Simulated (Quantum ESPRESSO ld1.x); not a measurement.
Values are calculated unless marked as measured or tabulated.
Problem. The mean radii <r> (bohr) of the occupied orbitals of an atom or ion are listed with their occupations. Code: ld1.x of Quantum ESPRESSO 7.5. Model: scalar-relativistic Kohn-Sham, LDA (Slater exchange, VWN5 correlation), spin-unpolarised, spherical densities, point nucleus.

orbital  occ.      <r>
1s          2  0.01900
2s          2  0.08040
2p          6  0.07173
3s          2   0.2072
3p          6   0.2065
3d         10   0.1865
4s          2   0.4276
4p          6   0.4411
4d          3   0.4426

Name the element and its charge.

Solution. Z = 72, hafnium, charge +33: Hf33+ in [Kr] 4d3. The 1s radius gives Z: for a bare nucleus <r> = (2 gamma + 1)/(2Z) with gamma = sqrt(1 - (Z/c)^2), 0.01876 bohr for Z = 72, and screening makes it slightly larger (0.01900 here). The occupations add up to 39, and the charge is Z minus that.
